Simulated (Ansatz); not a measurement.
Cost and result for the atomization energy of C$_{2}$H$_{7}$BFNS, SMILES `CSCB(N)F` (13 atoms, 12 bonds).

```
atom   x (Å)   y (Å)   z (Å)
  C1   1.159  -1.298   1.716
  S2   0.711   0.258   0.940
  C3   0.053  -0.328  -0.627
  B4  -0.739   0.797  -1.401
  N5  -1.275   1.924  -0.789
  F6  -0.927   0.631  -2.721
  H7   1.579  -1.061   2.695
  H8   1.913  -1.825   1.129
  H9   0.284  -1.936   1.852
 H10  -0.645  -1.153  -0.438
 H11   0.854  -0.724  -1.259
 H12  -1.177   2.091   0.197
 H13  -1.791   2.624  -1.294
```

Charge 0, multiplicity 1. The geometry is a stationary point of PBE0-D4/def2-TZVP. It is one conformer, not always the lowest. Program: Ansatz. All runs use 2 threads of an AMD EPYC 7R13 on a shared host and a share of an NVIDIA H100 80 GB. Times are those of one run each, without the atoms' runs, and a repeat can differ threefold. Electronic energies, without spin–orbit coupling; frozen cores. CCSD(T)/CBS adds CCSD(T) − MP2 in def2-TZVPP to the MP2 limit, and its time is that of the two runs behind it. T1 = 0.011. B3LYP takes the VWN-RPA correlation (the form of Gaussian; ORCA's B3LYP/G).

CCSD(T)/CBS is a level of theory with its own doubt, some kJ/mol a heavy atom from the limit and from the frozen cores, so smaller differences don't rank the functionals.

```tsv
level	functions	wall time
PBE-D4/def2-TZVPP (with forces)	295	2.1 s
r2SCAN-D4/def2-TZVPP (with forces)	295	2.3 s
PBE0-D4/def2-TZVPP	295	2.3 s
MP2/def2-QZVPP	565	3.4 s
B3LYP-D4/def2-TZVPP (with forces)	295	3.5 s
B2PLYP/def2-TZVPP	295	3.8 s
CCSD(T)/def2-TZVPP	295	4.2 s
ωB97X-V/def2-TZVPP	295	4.6 s
ωB97M-V/def2-TZVPP (with forces)	295	6 s
CCSD(T)/CBS(def2)	–	7.6 s
```

(1) What atomization energy does each give, and how far from CCSD(T)/CBS? (An estimate is asked.)

Answers

(1) Ansatz gave: 
| level | atomization (kJ/mol) | difference from CCSD(T)/CBS | per bond |
| --- | --- | --- | --- |
| PBE-D4/def2-TZVPP (with forces) | 5217.1 | 132.1 | 11.0 |
| r2SCAN-D4/def2-TZVPP (with forces) | 5112.6 | 27.6 | 2.3 |
| PBE0-D4/def2-TZVPP | 5125.3 | 40.3 | 3.4 |
| MP2/def2-QZVPP | 5126.5 | 41.5 | 3.5 |
| B3LYP-D4/def2-TZVPP (with forces) | 5103.1 | 18.1 | 1.5 |
| B2PLYP/def2-TZVPP | 5047.3 | -37.7 | -3.1 |
| CCSD(T)/def2-TZVPP | 4952.5 | -132.5 | -11.0 |
| ωB97X-V/def2-TZVPP | 5110.5 | 25.5 | 2.1 |
| ωB97M-V/def2-TZVPP (with forces) | 5125.2 | 40.2 | 3.4 |
| CCSD(T)/CBS(def2) | 5085.0 | 0.0 | 0.0 |

In def2-TZVPP, CCSD(T) changes the Hartree–Fock value by +1210.1 kJ/mol (the triples alone add +74.3 kJ/mol) and MP2 by +1305.9 kJ/mol; breaking electron pairs costs correlation energy, which Hartree–Fock lacks. From PBE to PBE0 (25 % exact exchange), in def2-TZVPP and without D4, the atomization energy moves by −87.7 kJ/mol: exact exchange takes away binding that semilocal exchange gives to molecules. The D4 term adds +42.0 kJ/mol with B3LYP and +22.0 kJ/mol with PBE0; it sums over pairs of atoms, weighted by their polarisabilities, and B3LYP, whose exchange is more repulsive, gets the larger term.
